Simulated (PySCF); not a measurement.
**Radial density of Zn²⁺ (zinc, charge +2)**

UHF, [Ar] 3d10, closed-shell 1S. Calculation: PySCF 2.14, in aug-cc-pVDZ-PP with ECP10MDF (5s5p4d2f, 54 functions); scalar relativity through the core potential. This is the valence pseudo-density: the core potential removes the inner electrons and smooths the orbitals near the nucleus.

```
r (bohr)  4πr²ρ (e/bohr)
 0.00638       1.201e-05
  0.0107       3.390e-05
  0.0181       0.0001018
  0.0304       0.0004683
  0.0511        0.005065
  0.0859         0.07124
   0.145          0.7150
   0.243           4.521
   0.409           17.80
   0.688           22.96
    1.16           7.361
    1.95          0.8312
    3.27         0.03250
```

Energies and moments cover only the electrons outside the core potential.
